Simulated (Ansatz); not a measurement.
CH$_{9}$FSi$_{3}$ (`C[SiH2][SiH](F)[SiH3]`), relaxed with RKS PBE-D4/def2-SVP in Ansatz 0.2.0 from a rough embedded geometry. The force threshold is 0.03 eV/Å; the program also tests the step.

Total charge 0; spin multiplicity 1.

Start:

```xyz
14

C    -0.702   -0.168   -2.434
Si    0.049   -0.711   -0.915
Si   -0.177    0.960    0.666
F    -1.728    1.231    0.938
Si    0.757    0.075    2.606
H    -1.800    0.052   -2.375
H    -0.631   -0.937   -3.258
H    -0.266    0.725   -2.857
H     1.521   -1.036   -1.168
H    -0.578   -1.984   -0.466
H     0.565    2.168    0.232
H     2.214   -0.291    2.367
H     0.053   -1.144    2.981
H     0.724    1.058    3.684
```

Task: How much energy does the relaxation release, and in how many steps? (Best estimate.)

Result: The calculation gave: 37.66 kJ/mol, in 5 steps.

Task: Which bonds change most? (Best estimate.)

Result: Ansatz gave: C1–Si2 from 1.779 to 1.894 Å; Si3–F4 from 1.598 to 1.657 Å; Si5–H13 from 1.457 to 1.505 Å; Si5–H14 from 1.460 to 1.505 Å.

Task: Give the relaxed structure. (An estimate is asked.)

Result: The calculation gave: 
```xyz
14

C    -0.783   -0.162   -2.600
Si    0.066   -0.753   -1.013
Si   -0.094    0.863    0.695
F    -1.692    1.250    0.901
Si    0.788    0.096    2.740
H    -1.849    0.061   -2.399
H    -0.731   -0.938   -3.390
H    -0.302    0.760   -2.982
H     1.536   -1.012   -1.242
H    -0.552   -2.038   -0.521
H     0.621    2.129    0.283
H     2.242   -0.241    2.524
H     0.066   -1.149    3.179
H     0.684    1.133    3.826
```
